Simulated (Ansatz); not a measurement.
Consider the ligand exchange at the Si–O bond: `[NH2][GeH2][O][SiH](N)Cl` + HCl → `N[SiH](Cl)Cl` + `[NH2][GeH2][OH]`.

Calculated with Ansatz (gas phase, PBE0-D4/def2-TZVP geometries, no zero-point term in ΔE). CCSD(T)/CBS is the MP2 limit (def2-TZVPP, def2-QZVPP) plus CCSD(T) − MP2 in def2-TZVPP, frozen cores. This one scheme is used for every species. DFT in def2-TZVPP. B3LYP here is the variant with VWN-RPA as its local correlation; programs differ in this. For Ge outer-core shells are correlated without core-valence functions, which leaves a few kJ/mol of doubt a bond. Scalar relativity is left out up to krypton. One conformer a species, not always the lowest.

```
             level  ΔE (kJ/mol)  difference from CCSD(T)/CBS
            PBE-D4         32.0                         -9.2
           PBE0-D4         35.0                         -6.2
          B3LYP-D4         44.0                          2.8
           ωB97X-V         40.4                         -0.8
            r2SCAN         35.6                         -5.6
   CCSD/def2-TZVPP         47.0                          5.8
CCSD(T)/def2-TZVPP         47.5                          6.3
      HF/CBS(def2)         41.2                          0.0
     MP2/CBS(def2)         37.3                         -3.9
    CCSD/CBS(def2)         40.7                         -0.5
       CCSD(T)/CBS         41.2                            0
```

Largest T1 diagnostic among the species: 0.011.

The D4 term adds +11.6 kJ/mol with B3LYP and +7.1 kJ/mol with PBE0; it sums over pairs of atoms, weighted by their polarisabilities, and B3LYP, whose exchange is more repulsive, gets the larger term. From PBE to PBE0 (25 % exact exchange), in def2-TZVPP and without D4, ΔE moves by +3.4 kJ/mol.
